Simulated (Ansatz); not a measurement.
A displaced shape of singlet AlCl4(-):

```xyz
5

Al   -0.0487   -0.0071   -0.0089
Cl    1.2103    1.2526    1.2165
Cl    1.2018   -1.2663   -1.2481
Cl   -1.2303    1.2710   -1.2078
Cl   -1.2438   -1.2683    1.2029
```

It was optimised with PBE0/def2-SVP in Ansatz (development build ahead of 0.2.0) to forces under 0.001 eV/Å, with restricted orbitals. Each step stands on the lowest determinant of that kind that the program's search found.

**Question.** What shape does it relax to, and how does the optimisation go?

**Answer.**

```xyz
5

Al   -0.0221   -0.0037   -0.0091
Cl    1.2340    1.2307    1.2459
Cl    1.2188   -1.2476   -1.2697
Cl   -1.2686    1.2590   -1.2454
Cl   -1.2727   -1.2566    1.2329
```

Bond lengths: Al1–Cl2 2.162 Å, Al1–Cl3 2.162 Å, Al1–Cl4 2.163 Å, Al1–Cl5 2.163 Å. Angles: Cl2–Al1–Cl3 109.5°, Cl2–Al1–Cl4 109.5°, Cl2–Al1–Cl5 109.5°, Cl3–Al1–Cl4 109.5°, Cl3–Al1–Cl5 109.5°, Cl4–Al1–Cl5 109.5°.

```csv
step,E − E(start) (eV),largest force (eV/Å)
1,0.0000,0.7897
2,-0.0359,0.2351
3,-0.0377,0.0331
4,-0.0377,0.0013
5,-0.0377,0.0003
```

The optimisation ended after 5 steps with its threshold met. Caution: no diffuse functions for an anion.
